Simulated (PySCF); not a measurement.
Se(Me)(OSiH3) (CH6OSeSi), SMILES [SiH3]O[Se]C.

Geometry: TPSSh-D3(BJ)/def2-SVP. The structure was generated by enumeration, and PubChem lists no compound with its InChIKey, so it may never have been made. Other conformers were not sampled.

Level of theory: PySCF with PBE/def2-TZVP.

Isolated molecule, no solvent.

```yaml
total_energy: -2807.40056 hartree
highest_occupied_level: -5.23 eV
lowest_empty_level: -2.28 eV
orbital_gap: 2.95 eV
dipole_moment: 1.69 D
quadrupole, principal values (traceless, Buckingham form, about the centre of nuclear charge): -4.82, -0.56, 5.38 D·Å
mean_static_polarisability: 70.3 bohr³ (10.42 Å³)
polarisability_principal_values: 56.6, 67.7, 86.7 bohr³
```
